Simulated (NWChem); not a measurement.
System: SiH₂O₂ClF; SMILES O[Si](O)(F)Cl

NWChem input:

```
start job
memory heap 200 mb stack 900 mb global 1100 mb
geometry units angstroms noautosym nocenter noautoz
  O      0.299464    -1.016201     1.424162
  Si    -0.017205    -0.325705    -0.025120
  O     -1.501005    -0.783734    -0.515438
  F      1.117608    -0.780278    -1.074805
  Cl     0.044810     1.708233     0.024699
  H      1.184094    -0.929455     1.791368
  H     -1.791365    -1.662530    -0.252061
end
basis spherical
  * library def2-svp
end
dft
  xc pbe0
  iterations 150
end
cosmo
  do_cosmo_smd true
  solvent hexane
end
task dft energy
```

All runs use the structure optimised with PBE0/def2-SVP. Solvent: n-hexane.

Level: PBE0/def2-SVP with SMD (1 M gas to 1 M solution), gas-phase geometry. Reactions with the solvent are ignored.

Problem. Predict the main results of this run. (PBE0/def2-SVP, SMD on the gas-phase geometry.) Quantities: solvation free energy (kcal/mol); cavity-dispersion-structure term (kcal/mol); dipole in solution (D).

Solution. The solvation free energy (kcal/mol) is -4.3 and the cavity-dispersion-structure term (kcal/mol) is -1.7. The dipole in solution (D) comes out as 2.51.
